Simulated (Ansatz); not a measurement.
Computed with Ansatz on PBE0-D4/def2-TZVP structures; ΔE is electronic, products minus reactants. CBS: MP2 limit from def2 TZ/QZ plus the TZ coupled-cluster correction, frozen cores. Functionals use def2-TZVPP. For Ge outer-core shells are correlated without core-valence functions, which leaves a few kJ/mol of doubt a bond. Scalar relativity is left out up to krypton. Each species was taken in one conformer, which may not be the lowest.

Reaction (redistribution): `B[Si](C)(N)O` + `F[CH]([SiH3])[GeH3]` → `B[CH](F)[GeH3]` + `C[Si](N)(O)[SiH3]`

| level | ΔE (eV) |
| --- | --- |
| PBE-D4 | -0.79 |
| HF/def2-TZVPP | -0.42 |
| CCSD(T)/def2-TZVPP | -0.61 |
| HF/CBS(def2) | -0.41 |

Task: What does CCSD(T)/CBS give? (Estimate.)

Result: The calculation gave: -0.59 eV. The listed levels differ from it by -0.20, 0.17, -0.02, 0.18 eV.

Largest T1 diagnostic among the species: 0.012.

From PBE to PBE0 (25 % exact exchange), in def2-TZVPP and without D4, ΔE moves by +0.04 eV. In def2-TZVPP, CCSD(T) changes the Hartree–Fock value by −0.19 eV (the triples alone add −0.04 eV) and MP2 by −0.21 eV.
